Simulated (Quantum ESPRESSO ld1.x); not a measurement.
The numbers below are computed, except where a source is named.
Q: The aim is neutral lanthanum in [Xe] 5d1 6s2. What will ld1.x (Quantum ESPRESSO 7.5) do with this input?

```
 &input
    zed=57.0,
    iswitch=1,
    rel=1,
    lsd=1,
    dft='PZ',
    config='[Xe] 5d1 6s2 8s1',
    verbosity='high',
    prefix='ld1',
    max_out_wfc=37,
    file_charge='ld1.rho',
 /
```

A: Refused. The program stops in el_config with "wrong main quantum number": the config string takes n from 1 to 7 alone.

Output (excerpt):

```
     Program LD1 v.7.5 starts

 %%%%%%%%%%%%%%%%%%%%%%%%%%%%%%%%%%%%%%%%%%%%%%%%%%%%%%%%%%%%%%%%%%%%%%%%%%%%%%
     Error in routine el_config (14):
     wrong main quantum number
 %%%%%%%%%%%%%%%%%%%%%%%%%%%%%%%%%%%%%%%%%%%%%%%%%%%%%%%%%%%%%%%%%%%%%%%%%%%%%%

     stopping ...
```

Run on one thread of a shared host, so times are rough (Intel(R) Xeon(R) Processor @ 2.60GHz): 0.45 s of CPU time, 0.5 s wall.
